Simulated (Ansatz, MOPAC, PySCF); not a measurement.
Donor–acceptor adduct: BH3 (SMILES B) (first 4 atoms) with AsH3 (SMILES [AsH3]); geometry from B3LYP-D3(BJ)/def2-TZVP, rigid monomers moved along the line of their centres of mass till B1···As5 is 1.88 Å.
(charge 0, multiplicity 1):
```xyz
8

B     -0.005    -0.060     0.630
H     -0.866     0.778     0.579
H     -0.353    -1.182     0.377
H      1.066     0.266     0.193
As     0.337    -0.161     2.477
H     -0.785    -0.551     3.409
H      0.810     1.075     3.204
H      1.385    -1.126     2.976
```

Monomers are frozen at their geometry in the pair; levels with a basis set take the counterpoise correction. Rows marked so take none.

Rows in STO-3G carry no dispersion term and start afresh at each structure; the Pople sets are all-electron and without relativity. The state that PM7 reach isn't checked; PM7 holds dispersion and hydrogen-bond terms.

Programs: Ansatz (a program for electronic structure) with Gaussian orbitals; MOPAC for PM7 (differences of heats of formation); PySCF for STO-3G rows, the dispersion terms. 

Problem. One of these levels gives -840.3 meV for the interaction energy. Which?
A. PM7
B. B3LYP/def2-TZVPPD
C. r2SCAN-D4/def2-TZVPPD
D. HF/STO-3G (no counterpoise)

Solution. B, B3LYP/def2-TZVPPD. The others give -1712.5 (PM7), -1093.9 (HF/STO-3G (no counterpoise)), -1220.6 (r2SCAN-D4/def2-TZVPPD)
